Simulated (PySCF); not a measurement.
C4H9O, SMILES CCCC[O], multiplicity 2. Geometry optimised at PBE-D3(BJ)/def2-SVP. The isomer is the one that the SMILES or the coordinates give; other isomers of the formula were not compared. Other conformers were not sampled.

Computed with PBE-D3(BJ)/def2-SVP (PySCF).

Harmonic wavenumbers (cm⁻¹): 98, 134, 229, 250, 339, 423, 533, 737, 834, 846, 935, 975, 1046, 1082, 1096, 1139, 1206, 1233, 1246, 1271, 1307, 1342, 1352, 1403, 1418, 1420, 1432, 2722, 2776, 2953, 2960, 2964, 3000, 3017, 3048, 3058. Rotational constants (GHz): 13.08, 2.398, 2.212; symmetry number 1.

Question: Work out the zero-point energy and the ideal-gas rigid-rotor harmonic-oscillator thermochemistry at 298.15 K and 1 atm.

Answer: ZPE = ½ Σ hcν = ½ × 51822 cm⁻¹ = 74.08 kcal/mol. H − E(el) = 78.85 kcal/mol. Entropy in cal/(mol K): translation 38.78, rotation 25.94, vibration 14.07, spin 1.38, total 80.18. G − E(el) = 54.94 kcal/mol. Cp = 25.05 cal/(mol K). Modes under 150 cm⁻¹ make the vibrational entropy uncertain.
